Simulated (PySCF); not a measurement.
**Excitation energy of Mn²⁺ by level of theory**

Mn²⁺ [Ar] 3d5 (6S) → Mn²⁺ [Ar] 3d4 4p1 (high-spin determinant), as a difference of total energies. Computed with PySCF 2.14 in def2-QZVPPD (11s6p5d4f2g, 100 functions), with no relativity, point nucleus. Correlated levels: valence: [Ar] frozen. The calculations carry no spin-orbit coupling.

```
           method  excitation energy (eV)
              UHF                  13.278
    MP2 (valence)                  13.893
SCS-MP2 (valence)                  13.483
   CCSD (valence)                  13.874
CCSD(T) (valence)                  13.881
```

Problem. How much does correlation contribute at CCSD(T) (valence)?

Solution. 13.881 − (13.278) = 0.603 eV, measured against UHF.

A first-order spin-orbit estimate (lowest level to lowest level, LS coupling) adds -0.110 eV.

The determinant of the upper state mixes LS terms, which raises its energy above the lowest term, most at the Hartree-Fock and MP2 levels.
